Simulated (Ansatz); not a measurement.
A structure relaxed at PBE0-D4/def2-TZVP, charge 0, multiplicity 1:

```xyz
6

S     1.884    0.939   -0.021
Ga   -0.009   -0.173   -0.030
S    -1.780    1.062    0.367
H     2.622   -0.150   -0.289
H    -0.088   -1.704   -0.295
H    -2.629    0.026    0.267
```

(1) Give its formula and SMILES.

(2) Point group (tolerance 0.08 Å, 0.16 Å for H)?

(3) Summarise the bond lengths by kind.

Results:

(1) GaH3S2, `[SH][GaH][SH]`.

(2) C2v.

(3) 2 × Ga–S 2.196 Å; 2 × H–S 1.343 Å; 1 × Ga–H 1.556 Å.

Program: Ansatz 0.2.0.
